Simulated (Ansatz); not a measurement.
`[AlH2][SiH2][SiH3]` + `O[SiH]1BC1` → `[SiH3][SiH]1BC1` + `O[SiH2][AlH2]` at 400 K and 1 bar (redistribution).

Computed with Ansatz on PBE0-D4/def2-TZVP structures; ΔE is electronic, products minus reactants. CCSD(T)/CBS is the MP2 limit (def2-TZVPP, def2-QZVPP) plus CCSD(T) − MP2 in def2-TZVPP, frozen cores. Each species was taken in one conformer, which may not be the lowest.

| species | CCSD(T)/CBS energy (Eh) | H − E (kJ/mol) | S (J/(mol·K)) |
| --- | --- | --- | --- |
| `[AlH2][SiH2][SiH3]` | -824.34741 | 178.8 | 397.3 |
| `O[SiH]1BC1` | -430.08182 | 186.7 | 334.2 |
| `[SiH3][SiH]1BC1` | -645.13977 | 220.4 | 375.1 |
| `O[SiH2][AlH2]` | -609.28590 | 144.9 | 354.1 |

H − E and S are ideal-gas, rigid-rotor, harmonic terms from PBE0-D4/def2-TZVP, for one conformer and one mirror image of each species. 1 Eh = 2625.50 kJ/mol, R = 8.31446 J/(mol·K).

**Question.** By hand: ΔE, ΔH, ΔS and ΔG.

**Answer.** ΔE = (-645.13977) + (-609.28590) − (-824.34741) − (-430.08182) = 0.00356 Eh = 9.3 kJ/mol. Δ(H − E) = 220.4 + 144.9 − 178.8 − 186.7 = -0.2, so ΔH = 9.1 kJ/mol. ΔS = 375.1 + 354.1 − 397.3 − 334.2 = -2.3 J/(mol·K). ΔG = 9.1 − 400 × (-2.3)/1000 = 10.0 kJ/mol.

**Question.** By hand: the equilibrium constant, and the temperature at which ΔG would vanish if ΔH and ΔS stayed fixed.

**Answer.** log₁₀ K = −ΔG/(RT ln 10) = -1.3. ΔH and −TΔS have one sign here, so there is no such temperature. One of them is within its doubt of zero, so this could turn.

The number of gas molecules stays the same, so ΔS is small and ΔH decides. A doubt of 5 kJ/mol in ΔE shifts log₁₀ K by 0.7 here. Other conformers and mirror images would add mixing entropy, several J/(mol·K) or more a flexible species. Modes under 60 cm⁻¹, often nearly free rotors, make the harmonic entropy too high. These are equilibria of isolated gas molecules and say nothing of rates. Largest T1 diagnostic: 0.014 (customary marks: 0.02 for closed shells, 0.045 for open ones).
